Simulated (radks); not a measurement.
Q: These are the eigenvalues of the occupied orbitals of an atom or ion with whole-number occupations (eV). Method: scalar-relativistic Kohn-Sham, PBE, spin-polarised, spherical densities, finite nucleus; Fermi nuclear charge, rms radius of each element as measured or else 0.836 A^(1/3) + 0.57 fm; computed with a radial shooting solver on a logarithmic mesh with Libxc functionals.

| orbital | eigenvalue |
|---|---|
| 1s up | -46669.63 |
| 1s down | -46669.57 |
| 2s up | -7623.313 |
| 2s down | -7623.259 |
| 2p up | -6800.485 |
| 2p down | -6800.420 |
| 3s up | -1667.354 |
| 3s down | -1665.341 |
| 3p up | -1410.052 |
| 3p down | -1408.043 |
| 3d up | -1061.438 |
| 3d down | -1059.884 |
| 4s up | -330.2200 |
| 4s down | -325.0937 |
| 4p up | -245.8290 |
| 4p down | -240.6827 |
| 4d up | -127.4625 |
| 4d down | -122.2607 |
| 5s up | -44.0694 |
| 5s down | -39.9905 |
| 5p up | -24.0935 |
| 5p down | -20.7582 |
| 6s up | -3.8178 |
| 6s down | -3.3831 |
| 4f up | -2.0431 |

Which element is it, and in what charge state? The configuration may be excited. Open shells, if any, are filled with parallel spins first.

A: Z = 62, samarium, charge 0: Sm in [Kr] 4d10 4f7 5s2 5p5 6s2. The list shows which subshells hold electrons but not how many an open one holds; the 1s level, -1715.1 hartree, gives Z - s = 58.6 by -(Z - s)^2/2, which with screening and relativity narrows Z to a few neighbours, and the depths of the outer levels then fix element, charge and occupations together.
